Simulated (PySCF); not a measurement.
Species: trans-Zr(H2O)2Cl4 (singlet state).
Bonds: Zr1–O2, Zr1–O5, Zr1–Cl8, Zr1–Cl9, Zr1–Cl10, Zr1–Cl11. Hydrogens: H3, H4 on O2; H6, H7 on O5.

Method: PBE0-D3(BJ)/def2-SVP geometry optimisation, gas phase, def2 core potentials past Kr in PySCF 2.14.0; density fitting, grid level 1; the optimiser is geomeTRIC in internal coordinates, started from a GFN1-xTB structure with every atom displaced at random (about 0.03 Å).

Step 2: E = -55500.7439 eV
```
atom  x, y, z in Å  |  force x, y, z in eV/Å
Zr1     0.0387   -0.0280    0.0098    0.200   0.019  -0.091
O2     -0.0486    0.2303    2.2406   -0.388  -0.071  -1.078
H3     -0.8667    0.2428    2.7443   -0.313   0.001   0.005
H4      0.7016    0.2318    2.7998    1.439   0.026   1.126
O5     -0.0290   -0.2302   -2.2251   -0.003  -0.374  -0.362
H6      0.0092   -1.0626   -2.7378   -0.013   0.481   0.411
H7      0.0925    0.5386   -2.8021    0.007  -0.044   0.084
Cl8     2.4517    0.0209    0.2614   -0.400  -0.168   0.321
Cl9    -2.2690    0.1159    0.6362   -0.449   0.031  -0.152
Cl10    0.1455    2.2836   -0.6719   -0.192  -0.117  -0.176
Cl11   -0.1279   -2.4286   -0.2242    0.112   0.216  -0.089
```

Step 3: E = -55500.8676 eV
```
atom  x, y, z in Å  |  force x, y, z in eV/Å
Zr1     0.0270   -0.0266    0.0047    0.072   0.044   0.007
O2      0.0004    0.2254    2.2375   -0.128  -0.053  -0.420
H3     -0.8106    0.2383    2.7583   -0.144   0.006   0.008
H4      0.7770    0.2241    2.7938    0.504   0.005   0.338
O5     -0.0454   -0.2246   -2.2279    0.067  -0.200  -0.193
H6     -0.0106   -1.0531   -2.7349   -0.014   0.215   0.231
H7      0.0732    0.5439   -2.8044   -0.008  -0.006   0.062
Cl8     2.4127    0.0190    0.4130   -0.249  -0.130   0.157
Cl9    -2.3118    0.1145    0.5252   -0.123   0.059   0.071
Cl10    0.1179    2.2761   -0.7040   -0.101  -0.097  -0.158
Cl11   -0.1317   -2.4227   -0.2304    0.125   0.156  -0.102
```

Step 4: E = -55500.8815 eV
```
atom  x, y, z in Å  |  force x, y, z in eV/Å
Zr1     0.0262    0.0091   -0.0001   -0.089  -0.192   0.058
O2      0.0175    0.2158    2.2300    0.086   0.090   0.069
H3     -0.7924    0.2198    2.7579   -0.009   0.012  -0.030
H4      0.8139    0.2018    2.7792   -0.035  -0.041  -0.047
O5     -0.0509   -0.1833   -2.2236    0.071  -0.325  -0.072
H6     -0.0170   -1.0168   -2.7100    0.011  -0.045  -0.035
H7      0.0643    0.5851   -2.7997   -0.038   0.019   0.020
Cl8     2.3656   -0.1226    0.5530    0.024   0.233   0.031
Cl9    -2.3085    0.1433    0.5372   -0.110  -0.009   0.107
Cl10    0.0214    2.2456   -0.8808    0.181   0.219   0.125
Cl11   -0.0420   -2.3833   -0.2122   -0.094   0.040  -0.226
```

**Question.** Estimate the geometry and energy of step 5. (The exact step hangs on the optimiser's Hessian estimate; all steps are aligned on step 4, rigid shifts and turns removed.)

**Answer.** E = -55500.9144 eV, largest force 0.171 eV/Å
```
atom  x, y, z in Å  |  force x, y, z in eV/Å
Zr1     0.0231   -0.0005   -0.0018   -0.118  -0.074   0.070
O2      0.0239    0.2363    2.2256    0.000   0.019   0.049
H3     -0.7843    0.2474    2.7555   -0.014   0.026  -0.013
H4      0.8220    0.2287    2.7714   -0.006  -0.023  -0.036
O5     -0.0524   -0.2140   -2.2257    0.088   0.052  -0.047
H6     -0.0181   -1.0525   -2.7046    0.010  -0.008   0.020
H7      0.0622    0.5500   -2.8077   -0.035  -0.008  -0.022
Cl8     2.3584   -0.1058    0.5712    0.038   0.147   0.016
Cl9    -2.3156    0.1309    0.5325   -0.052  -0.033   0.114
Cl10    0.0350    2.2768   -0.7796    0.144  -0.056  -0.072
Cl11   -0.0563   -2.3829   -0.3060   -0.054  -0.041  -0.079
```

The energy changes by -0.0329 eV. The first-order estimate −F·Δx gives -0.0632 eV and the mean of the old and new forces, exact on a quadratic surface, -0.0338 eV. The step makes an angle of 54° with the force vector and moves no atom by more than 0.107 Å.

What follows is the cost of the whole optimisation. Time: 3.4 min wall; peak memory 0.60 GiB. Hardware: an Arm Neoverse V2 with one thread, no GPU, shared host.
